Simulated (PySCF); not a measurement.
Computed IR spectrum (relative IR intensity) of a molecule C₂H₈BN₃. The structure is a stationary point at B3LYP-D3(BJ)/def2-SVP. The values are those of a single conformer. Method: B3LYP-D3(BJ)/def2-SVP run with PySCF 2.14.0. Harmonic, unscaled wavenumbers; measured fundamentals usually lie a few per cent lower.

ν (cm⁻¹): 149 (m), 186 (m), 445 (s), 621 (w), 682 (w), 1114 (vw), 1121 (w), 1274 (m), 1381 (m), 1445 (m), 1502 (m), 1506 (w), 1519 (w), 1606 (vs), 2951 (m), 2956 (m), 3035 (m), 3039 (m), 3626 (w), 3633 (w), 3723 (w) (against the strongest line: vs over 80 %, s over 45 %, m over 15 %, w over 4 %, vw less)

Identify the compound among the candidates.
(A) NB1NCCN1
(B) C/C=N/B(N)N
(C) C/N=C/B(N)N

A, NB1NCCN1
